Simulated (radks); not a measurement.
These are the eigenvalues of the occupied orbitals of an atom or ion with whole-number occupations (hartree). Calculated with a radial shooting solver on a logarithmic mesh with Libxc functionals: scalar-relativistic Kohn-Sham, r2SCAN, spin-polarised, spherical densities, finite nucleus; meta-GGA in the generalised Kohn-Sham scheme; Fermi nuclear charge, rms radius of each element as measured or else 0.836 A^(1/3) + 0.57 fm.

orbital  eigenvalue
1s up     -2972.156
1s down   -2972.154
2s up     -526.4715
2s down   -526.4573
2p up     -455.2866
2p down   -455.2745
3s up     -125.5952
3s down   -125.5927
3p up     -104.8559
3p down   -104.8520
3d up     -82.63972
3d down   -82.63032
4s up     -28.45420
4s down   -28.44103
4p up     -21.62304
4p down   -21.61141
4d up     -13.37507
4d down   -13.36108
5s up      -5.29496
5s down    -5.21143
4f up      -4.23655
4f down    -4.21667
5p up      -3.47113
5p down    -3.37059
5d up      -1.37305
5d down    -1.25023
6p up      -0.69737

Which element is it, and in what charge state? The configuration may be excited. Open shells, if any, are filled with parallel spins first.

Answer. Z = 79, gold, charge +2: Au2+ in [Xe] 4f14 5d7 6p2. The list shows which subshells hold electrons but not how many an open one holds; the 1s level, -2972.2 hartree, gives Z - s = 77.1 by -(Z - s)^2/2, which with screening and relativity narrows Z to a few neighbours, and the depths of the outer levels then fix element, charge and occupations together.
